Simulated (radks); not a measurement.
Initial-state core-level shifts of neutral technetium when its valence configuration changes from [Kr] 4d5 5s2. Method: Dirac Kohn-Sham, LDA (Slater exchange, Perdew-Wang correlation), spin-unpolarised, spherical densities, finite nucleus; open shells fill j = l - 1/2 first; Fermi nuclear charge, rms radius 4.4112 fm; computed with a radial shooting solver on a logarithmic mesh with Libxc functionals. Shifts are changes of the shell-averaged eigenvalues in eV (positive: less bound); the change of the density at the nucleus, which sets a Mossbauer isomer shift, is in e/bohr^3, on a base of 9.973e+04.

| valence | 1s | 2s | 2p | 4s | density at nucleus |
|---|---|---|---|---|---|
| 4d6 5s1 | +3.028 | +3.248 | +3.231 | +2.960 | -17.097 |
| 4d5 5s1 5p1 | -1.369 | -1.336 | -1.336 | -1.367 | -12.818 |
| 4d4.5 5s2 5p0.5 | -2.438 | -2.558 | -2.547 | -2.349 | +3.935 |
| 4d7 | +5.389 | +5.775 | +5.744 | +5.350 | -30.093 |
| 4d4 5s1 5p2 | -6.178 | -6.422 | -6.397 | -5.938 | -7.351 |
| 4d5 5s1.5 5p0.5 | -0.706 | -0.689 | -0.689 | -0.705 | -6.199 |
| 4d4 5s2 5p1 | -4.960 | -5.221 | -5.199 | -4.735 | +8.199 |
| 4d5.5 5s1.5 | +1.593 | +1.711 | +1.701 | +1.544 | -9.126 |
| 4d3 5s1.5 5p2.5 | -11.002 | -11.594 | -11.544 | -10.287 | +8.675 |
